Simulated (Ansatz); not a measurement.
Other settings, tried on the cluster WO2.

```yaml
crystal:
  periodic: [false, false, false]
  atoms:
    - {symbol: W, position_ang: [0.482370, 0.099010, -0.495134]}
    - {symbol: O, position_ang: [-0.941435, 0.981170, -0.228524]}
    - {symbol: O, position_ang: [0.459065, -1.080190, 0.723658]}
basis:
  gaussian: {orbitals: def2-mTZVPP}
hamiltonian: {xc: {name: BLYP}}
```

```sh
$ ansatz run in.yaml --threads 4 --pin off --events-out ev --progress --plain --max-ram 3916MiB
```

Shortened log:

```
Functional definition: BLYP
644 factors; their error is unknown
mean field evaluation 1: about -5900.2507 eV, gradient 1.1e2 eV
mean field evaluation 2: about -5499.7897 eV, gradient 3.5e2 eV
mean field evaluation 4: about -5918.1936 eV, gradient 3.4e1 eV
mean field evaluation 8: about -5921.2480 eV, gradient 1.4e0 eV
mean field evaluation 16: about -5921.2444 eV, gradient 1.4e-4 eV
mean field -5921.24440122 eV, -217.6017181812 hartree, gradient 1.7e-5 eV, S^2 0.000000; 0 other end points of the search recorded, 0 dependent functions left out
reference -5921.24467663 eV, -217.6017283024 hartree; 15, 15 occupied and 69, 69 virtual orbitals, 644 factors
Total energy: -5921.24467663 eV, -217.6017283024 hartree
```

Hardware: 4 threads of Arm Neoverse V1 on a shared host. Wall time 0.55 s.

In the def2 sets W takes a core potential; there is no spin–orbit coupling. The restricted singlet is unstable towards broken spin symmetry at other levels; at RKS BLYP/def2-mTZVPP this wasn't settled.
